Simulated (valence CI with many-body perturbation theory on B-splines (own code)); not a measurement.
## E1 line list for Gd51+

Calculated by configuration interaction combined with many-body perturbation theory (CI+MBPT): three valence electrons over a frozen Dirac-Fock core [Ne], radial functions for each j: 11 s, 11 p, 9 d, 7 f, 5 g, 2 h, 1 i, with the one-electron correlation potential Σ1 (screened to all orders), the two-electron term Σ2, the three-electron term Σ3, Breit, model QED; selected single and double excitations, second order for the rest (own B-spline code, finite nucleus).

No measured spectrum was set against this ion. As an estimate, large intervals hold to a few tenths of a per cent, small ones and those within an open d or f shell to about a per cent.

Lines 201 to 250 of 271 in falling wavelength, among levels below 929.21 eV, chosen from the strongest by gf and those to the six lowest levels. Wavelengths and rates use the calculated energies. Electric multipoles are in the length gauge, E1 and E2 with the static RPA response of the core. Weak lines are less certain than strong ones. Lines between different terms over intervals too small for the method are left out, as are lines whose strength nearly cancels.

Levels are named by their leading jj configuration (3d3/2^4 stands for four electrons in 3d with j = 3/2), which in mixed levels can hold well under half, so a name can repeat and another be missing. Letters in brackets count levels of one name in rising energy.

```
λ vac (nm)                          Upper                       Lower   A (s⁻¹)  log gf  Branch %
     3.223     (3s 3p3/2 3d3/2) J=1/2 [b]  (3s 3p1/2 3p3/2) J=3/2 [b]  4.06e+09   -2.90       0.2
     3.219     (3s 3p3/2 3d5/2) J=5/2 [a]  (3s 3p1/2 3p3/2) J=3/2 [b]  7.46e+10   -1.16      14.9
     3.216     (3s 3p3/2 3d3/2) J=3/2 [b]      (3s 3p1/2 3p3/2) J=5/2  1.79e+08   -3.95       0.0
     3.206     (3s 3p3/2 3d5/2) J=3/2 [a]      (3s 3p1/2 3p3/2) J=1/2  1.27e+11   -1.11      24.6
     3.137     (3s 3p3/2 3d5/2) J=3/2 [a]  (3s 3p1/2 3p3/2) J=3/2 [b]  1.15e+11   -1.17      22.3
     3.104     (3s 3p3/2 3d3/2) J=5/2 [b]      (3s 3p1/2 3p3/2) J=5/2  2.27e+10   -1.71       1.6
     3.098     (3s 3p3/2 3d3/2) J=3/2 [b]  (3s 3p1/2 3p3/2) J=3/2 [a]  3.94e+09   -2.64       0.3
     3.071     (3s 3p3/2 3d5/2) J=5/2 [a]      (3s 3p1/2 3p3/2) J=5/2  6.00e+10   -1.29      12.0
     3.007     (3s 3p3/2 3d5/2) J=7/2 [a]      (3s 3p1/2 3p3/2) J=5/2  7.80e+10   -1.07      25.8
     2.997     (3s 3p3/2 3d5/2) J=3/2 [a]      (3s 3p1/2 3p3/2) J=5/2  3.87e+07   -4.68       0.0
     2.994     (3s 3p3/2 3d3/2) J=5/2 [b]  (3s 3p1/2 3p3/2) J=3/2 [a]  7.86e+07   -4.20       0.0
     2.987         (3s 3p1/2 3d5/2) J=3/2          (3s 3p1/2^2) J=1/2  1.74e+11   -1.03      45.6
     2.969         (3s 3p3/2 3d5/2) J=1/2  (3s 3p1/2 3p3/2) J=3/2 [b]  4.57e+10   -1.92      10.0
     2.967     (3s 3p3/2 3d3/2) J=1/2 [b]  (3s 3p1/2 3p3/2) J=3/2 [a]  3.81e+08   -4.00       0.0
     2.964     (3s 3p3/2 3d5/2) J=5/2 [a]  (3s 3p1/2 3p3/2) J=3/2 [a]  1.79e+09   -2.85       0.4
     2.912     (3s 3p3/2 3d5/2) J=3/2 [b]  (3s 3p1/2 3p3/2) J=3/2 [b]  1.02e+08   -4.29       0.0
     2.902     (3s 3p3/2 3d5/2) J=7/2 [b]      (3s 3p1/2 3p3/2) J=5/2  3.84e+09   -2.41       0.5
     2.897     (3s 3p3/2 3d5/2) J=5/2 [b]  (3s 3p1/2 3p3/2) J=3/2 [b]  1.86e+10   -1.85       1.7
     2.894     (3s 3p3/2 3d5/2) J=3/2 [a]  (3s 3p1/2 3p3/2) J=3/2 [a]  2.07e+10   -1.98       4.0
     2.791     (3s 3p3/2 3d5/2) J=3/2 [b]      (3s 3p1/2 3p3/2) J=5/2  1.47e+10   -2.16       1.4
     2.777     (3s 3p3/2 3d5/2) J=5/2 [b]      (3s 3p1/2 3p3/2) J=5/2  1.35e+10   -2.03       1.2
     2.756          (3p1/2^2 3d3/2) J=3/2          (3s^2 3p3/2) J=3/2  2.63e+08   -3.92       0.2
     2.750         (3s 3p3/2 3d5/2) J=1/2  (3s 3p1/2 3p3/2) J=3/2 [a]  8.47e+08   -3.72       0.2
     2.702     (3s 3p3/2 3d5/2) J=3/2 [b]  (3s 3p1/2 3p3/2) J=3/2 [a]  1.55e+09   -3.17       0.1
     2.689     (3s 3p3/2 3d5/2) J=5/2 [b]  (3s 3p1/2 3p3/2) J=3/2 [a]  8.42e+09   -2.26       0.8
     2.468          (3p1/2^2 3d5/2) J=5/2          (3s^2 3p3/2) J=3/2  4.05e+07   -4.65       0.0
     2.448          (3p1/2 3p3/2^2) J=3/2          (3s 3p1/2^2) J=1/2  1.05e+09   -3.42       0.1
     2.400             (3s 3p3/2^2) J=1/2          (3s^2 3p1/2) J=1/2  5.14e+09   -3.05       0.8
     2.394                (3p3/2^3) J=3/2  (3s 3p1/2 3p3/2) J=3/2 [b]  5.10e+08   -3.76       0.0
     2.389          (3p1/2 3p3/2^2) J=1/2          (3s 3p1/2^2) J=1/2  3.81e+09   -3.19       0.5
     2.374             (3s 3p3/2^2) J=3/2          (3s^2 3p1/2) J=1/2  5.82e+08   -3.71       0.0
     2.326     (3s 3p3/2 3d3/2) J=3/2 [a]          (3s 3p1/2^2) J=1/2  1.00e+09   -3.49       0.1
     2.321     (3s 3p3/2 3d3/2) J=1/2 [a]          (3s 3p1/2^2) J=1/2  6.15e+08   -4.00       0.1
     2.311                (3p3/2^3) J=3/2      (3s 3p1/2 3p3/2) J=5/2  1.94e+09   -3.21       0.1
     2.250                (3p3/2^3) J=3/2  (3s 3p1/2 3p3/2) J=3/2 [a]  1.28e+08   -4.41       0.0
     2.217     (3s 3p3/2 3d3/2) J=3/2 [b]          (3s 3p1/2^2) J=1/2  5.16e+07   -4.82       0.0
     2.149     (3s 3p3/2 3d3/2) J=1/2 [b]          (3s 3p1/2^2) J=1/2  2.19e+08   -4.52       0.0
     2.111     (3s 3p3/2 3d5/2) J=3/2 [a]          (3s 3p1/2^2) J=1/2  8.60e+08   -3.64       0.2
     2.033         (3s 3p3/2 3d5/2) J=1/2          (3s 3p1/2^2) J=1/2  3.04e+09   -3.42       0.7
     2.028  (3p1/2 3p3/2 3d3/2) J=5/2 [a]          (3s^2 3p3/2) J=3/2  5.84e+06   -5.67       0.0
     2.007     (3s 3p3/2 3d5/2) J=3/2 [b]          (3s 3p1/2^2) J=1/2  8.45e+08   -3.69       0.1
     2.007  (3p1/2 3p3/2 3d3/2) J=3/2 [a]          (3s^2 3p3/2) J=3/2  6.02e+06   -5.84       0.0
     1.999  (3p1/2 3p3/2 3d3/2) J=1/2 [a]          (3s^2 3p3/2) J=3/2  3.95e+06   -6.32       0.0
     1.959          (3p1/2^2 3d3/2) J=3/2          (3s^2 3p1/2) J=1/2  2.59e+07   -5.22       0.0
     1.928  (3p1/2 3p3/2 3d3/2) J=3/2 [b]          (3s^2 3p3/2) J=3/2  2.98e+07   -5.18       0.0
     1.925  (3p1/2 3p3/2 3d3/2) J=5/2 [b]          (3s^2 3p3/2) J=3/2  4.48e+06   -5.83       0.0
     1.916  (3p1/2 3p3/2 3d3/2) J=1/2 [b]          (3s^2 3p3/2) J=3/2  8.22e+07   -5.04       0.0
     1.856  (3p1/2 3p3/2 3d5/2) J=3/2 [a]          (3s^2 3p3/2) J=3/2  5.80e+07   -4.92       0.0
     1.848             (3s 3d3/2^2) J=3/2          (3s^2 3p3/2) J=3/2  1.86e+06   -6.42       0.0
     1.848  (3p1/2 3p3/2 3d5/2) J=5/2 [a]          (3s^2 3p3/2) J=3/2  2.08e+06   -6.20       0.0
```
